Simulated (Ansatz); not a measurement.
BH3N (SMILES B[NH]) moved off its minimum; all values from Ansatz (a first-principles code), cores frozen in correlated methods. Open shells are unrestricted.
(charge 0, multiplicity 2)
```xyz
5

B     -0.6617     0.0918     0.0410
N      0.5222    -0.1620     0.0137
H     -1.4676    -0.7683    -0.0589
H     -0.9657     1.3110     0.0755
H      1.6575    -0.0207    -0.0352
```

Forces at r2SCAN/def2-TZVPP (eV/Å):

```csv
atom,Fx,Fy,Fz
B1,-7.437,2.567,-0.060
N2,12.915,-1.195,-0.343
H3,-0.692,-0.181,0.089
H4,-0.180,-0.628,0.073
H5,-4.606,-0.563,0.242
```

Q: Give the forces (eV/Å), the total energy and the dipole at CCSD(T)/aug-cc-pVTZ.

A: 
| atom | Fx | Fy | Fz |
|---|---|---|---|
| B1 | -8.479 | 2.754 | -0.046 |
| N2 | 13.774 | -1.345 | -0.365 |
| H3 | -0.629 | -0.182 | 0.094 |
| H4 | -0.103 | -0.657 | 0.075 |
| H5 | -4.563 | -0.570 | 0.242 |
Energy -81.1662 hartree, dipole 1.70 D.
